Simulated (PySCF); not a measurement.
H4SSn, SMILES [SH][SnH3].

The structure is a stationary point at B3LYP-D3(BJ)/def2-TZVP. The def2 effective core potentials stand for the cores of Sn; spin–orbit coupling is left out.

The numbers are results of TDA-LC-ωPBE/def2-SVPD (PySCF), not measurements.

Vertical excitations. Gas-phase values at a fixed geometry. State labels are in the subgroup Cs.

Give excitation energies, oscillator strengths and character. (An estimate is asked for; the answer gives what the named calculation found.)


```tsv
state	symmetry	energy (eV)	λ (nm)	f	main pairs
S1	A"	5.62	221	0.023	HOMO→LUMO 73 %
S2	A"	6.37	195	0.010	HOMO→LUMO+1 60 %, HOMO→LUMO+6 23 %, HOMO→LUMO+5 9 %
S3	A"	7.57	164	0.000	HOMO→LUMO+2 53 %, HOMO→LUMO+5 12 %, HOMO→LUMO+3 12 %
S4	A'	7.57	164	0.201	HOMO−1→LUMO 43 %, HOMO→LUMO+4 35 %
S5	A"	7.78	159	0.006	HOMO→LUMO+2 27 %, HOMO→LUMO+1 21 %, HOMO→LUMO+6 19 %, HOMO→LUMO 9 %
S6	A'	7.99	155	0.131	HOMO−1→LUMO+1 46 %, HOMO→LUMO+4 17 %, HOMO−2→LUMO 11 %, HOMO−1→LUMO+6 10 %
S7	A'	8.08	153	0.054	HOMO−2→LUMO 58 %, HOMO−2→LUMO+1 12 %, HOMO−1→LUMO+1 12 %
S8	A"	8.11	153	0.000	HOMO−3→LUMO 54 %, HOMO→LUMO+3 19 %
S9	A'	8.40	148	0.505	HOMO→LUMO+4 29 %, HOMO−1→LUMO 26 %, HOMO→LUMO+7 14 %, HOMO−1→LUMO+1 11 %
S10	A"	8.48	146	0.002	HOMO→LUMO+5 29 %, HOMO→LUMO+6 23 %, HOMO→LUMO+3 19 %, HOMO−3→LUMO 9 %
T1	A"	5.08	244	0	HOMO→LUMO 72 %
T2	A"	5.83	213	0	HOMO→LUMO+1 42 %, HOMO→LUMO+6 34 %, HOMO→LUMO+5 11 %
T3	A'	6.17	201	0	HOMO−1→LUMO 70 %
T4	A"	6.96	178	0	HOMO→LUMO+2 22 %, HOMO−3→LUMO 16 %, HOMO→LUMO+1 14 %, HOMO→LUMO+6 8 %
```
Triplets are in the Tamm–Dancoff approximation.
